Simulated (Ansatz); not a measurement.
Reaction (ligand exchange at a B–C bond): `NC(=O)B(O)F` + `CNC` → `CN(C)B(O)F` + `NC=O`

Gas-phase electronic energies from Ansatz, PBE0-D4/def2-TZVP geometries. CCSD(T)/CBS adds triple-zeta CCSD(T) − MP2 to the extrapolated MP2 energy (def2 sets, frozen cores). This one scheme is used for every species. DFT in def2-TZVPP. Each species was taken in one conformer, which may not be the lowest.

CCSD(T)/CBS gives -106.4 kJ/mol.

Question: Another level gave -111.7 kJ/mol. Which?
A. revPBE/def2-TZVPP
B. LDA (SPW92)/def2-TZVPP
C. SCS-MP2/def2-TZVPP
D. PBE/def2-TZVPP

Answer: B. LDA (SPW92) -111.7, SCS-MP2/def2-TZVPP -107.3, PBE -99.4, revPBE -94.6 kJ/mol.

Question: What do rigid-rotor, harmonic-oscillator terms from PBE0-D4/def2-TZVP frequencies (298.15 K, 1 bar) make of the CCSD(T)/CBS value? (Estimate.)

Answer: The calculation gave: ΔZPE = -1.3 kJ/mol, ΔH = -106.9 kJ/mol, ΔS = 2 J/(mol·K), ΔG = -107.6 kJ/mol. Modes under 50 cm⁻¹ make the entropy rough.

Largest T1 diagnostic among the species: 0.016.

From r2SCAN to r2SCAN0 (25 % exact exchange), in def2-TZVPP and without D4, ΔE moves by −3.4 kJ/mol. Leaving LDA and LC-ωPBE aside and taking each functional with its dispersion term where it has one, the values, not all of them listed here, spread over 12.5 kJ/mol, from BHLYP-D4 to revPBE-D4. LDA lies −12.4 kJ/mol from PBE without D4.

CCSD(T)/CBS has its own doubt, a few kJ/mol and more with outer-core shells, so smaller differences from it don't rank the levels.
